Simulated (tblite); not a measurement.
Compound: C5H10GeO.
Bonds: C1–C2 (double), C2–C3, C2–Ge4, Ge4–C5, C5–C6, C5–O7 (double). Hydrogens: H8, H9 on C1; H10, H11, H12 on C3; H13, H14 on Ge4; H15, H16, H17 on C6.

Computed with GFN2-xTB (tblite), gas phase: L-BFGS steps from a force-field or distance-geometry start until the largest atomic force falls under 0.01 eV/Å.

The end geometry, which sets the zero of energy:
```
atom  x, y, z in Å
C1     -1.7348    0.3283    1.8090
C2     -1.3032   -0.0335    0.6104
C3     -1.8664    0.5256   -0.6570
Ge4     0.1755   -1.3142    0.3830
C5      1.7093   -0.3950   -0.5482
C6      2.5193    0.5477    0.2870
O7      1.9007   -0.5815   -1.7214
H8     -2.5319    1.0453    1.9406
H9     -1.3135   -0.0875    2.7102
H10    -2.6551    1.2498   -0.4629
H11    -1.0766    1.0080   -1.2350
H12    -2.2687   -0.2811   -1.2708
H13    -0.2518   -2.4703   -0.4784
H14     0.5765   -1.8407    1.7417
H15     1.8445    1.2667    0.7518
H16     3.2720    1.0646   -0.3047
H17     2.9972   -0.0203    1.0843
```

Problem. These geometries come from the run, each turned onto the end geometry. Order them by energy, lowest first.
A.
```
atom  x, y, z in Å
C1     -1.4377    0.4135    1.8092
C2     -1.2339   -0.0304    0.5785
C3     -1.9909    0.4879   -0.6023
Ge4     0.1531   -1.3722    0.1773
C5      1.8646   -0.5096   -0.4657
C6      2.3436    0.6441    0.3600
O7      2.4411   -0.9167   -1.4388
H8     -2.1681    1.1781    2.0296
H9     -0.8947    0.0164    2.6527
H10    -2.6818    1.2805   -0.3199
H11    -1.2986    0.8685   -1.3549
H12    -2.5534   -0.3271   -1.0591
H13    -0.3220   -2.3411   -0.8719
H14     0.4575   -2.1561    1.4296
H15     1.6282    1.4609    0.2568
H16     3.3331    0.9763    0.0529
H17     2.3530    0.3389    1.4055
```
B.
```
atom  x, y, z in Å
C1     -1.3543    0.4063    1.7935
C2     -1.1967   -0.0493    0.5595
C3     -1.9764    0.4750   -0.6047
Ge4     0.1618   -1.4154    0.1578
C5      1.8517   -0.4933   -0.4545
C6      2.2789    0.6658    0.3935
O7      2.4291   -0.8500   -1.4472
H8     -2.0601    1.1888    2.0300
H9     -0.7999   -0.0082    2.6221
H10    -2.4910    1.4015   -0.3586
H11    -1.3198    0.6437   -1.4595
H12    -2.7206   -0.2616   -0.9107
H13    -0.2877   -2.3743   -0.9110
H14     0.4197   -2.1977    1.4230
H15     1.6074    1.4940    0.1669
H16     3.3033    0.9734    0.1954
H17     2.1476    0.4133    1.4442
```
C.
```
atom  x, y, z in Å
C1     -1.3608    0.3738    1.7240
C2     -1.1560   -0.0640    0.4966
C3     -2.0480    0.4888   -0.5788
Ge4     0.1908   -1.4037    0.0801
C5      1.9618   -0.5940   -0.2808
C6      2.2876    0.7046    0.3962
O7      2.7208   -1.1560   -1.0357
H8     -2.1420    1.1004    1.8691
H9     -0.7924    0.0343    2.5780
H10    -2.1314    1.5644   -0.3853
H11    -1.6755    0.2695   -1.5803
H12    -3.0312    0.0427   -0.4543
H13    -0.2416   -2.1040   -1.1770
H14     0.3224   -2.3011    1.2992
H15     1.4181    1.3660    0.3655
H16     3.1305    1.1480   -0.1166
H17     2.5399    0.5422    1.4398
```
D.
```
atom  x, y, z in Å
C1     -1.6916    0.3249    1.8072
C2     -1.2998   -0.0320    0.5931
C3     -1.8982    0.5428   -0.6511
Ge4     0.1730   -1.3143    0.3436
C5      1.7514   -0.4347   -0.5494
C6      2.4953    0.5553    0.2933
O7      2.0306   -0.6840   -1.6931
H8     -2.4902    1.0359    1.9618
H9     -1.2372   -0.0949    2.6908
H10    -2.7018    1.2443   -0.4303
H11    -1.1248    1.0566   -1.2251
H12    -2.2973   -0.2554   -1.2776
H13    -0.2653   -2.4810   -0.4969
H14     0.5583   -1.8162    1.7161
H15     1.7822    1.2802    0.6924
H16     3.2749    1.0584   -0.2761
H17     2.9336    0.0258    1.1410
```
E.
```
atom  x, y, z in Å
C1     -1.3692    0.3990    1.7729
C2     -1.2237   -0.0387    0.5305
C3     -2.0622    0.4879   -0.5951
Ge4     0.1661   -1.3749    0.0912
C5      1.9738   -0.5655   -0.3018
C6      2.3043    0.7243    0.3758
O7      2.7225   -1.1490   -1.0396
H8     -2.1042    1.1470    2.0340
H9     -0.7776   -0.0056    2.5788
H10    -2.1948    1.5655   -0.5182
H11    -1.6070    0.2532   -1.5566
H12    -3.0497    0.0272   -0.5656
H13    -0.2247   -2.2025   -1.1017
H14     0.3146   -2.3402    1.2389
H15     1.4392    1.3831    0.3466
H16     3.1728    1.2013   -0.0716
H17     2.5127    0.4996    1.4211
```

Solution. D (0.004 eV), A (0.015 eV), B (0.029 eV), E (0.071 eV), C (0.212 eV).

In the order of the answer:

```tsv
step	E above end (eV)	largest force (eV/Å)	rms force component (eV/Å)	rms distance from end (Å)	rms bond change (Å)	bond most changed (Å)
129	0.004	0.08	0.025	0.067	0.001	C6–H15 +0.002
73	0.015	0.06	0.018	0.408	0.002	Ge4–C5 +0.005
46	0.029	0.05	0.019	0.495	0.001	Ge4–C5 +0.004
19	0.071	0.08	0.026	0.644	0.003	C2–Ge4 +0.008
2	0.212	0.56	0.181	0.661	0.012	Ge4–C5 -0.036
```

What follows is the cost of the whole relaxation. The run took 1.7 s wall on one thread, Arm Neoverse N1 (aarch64), no GPU (shared host).
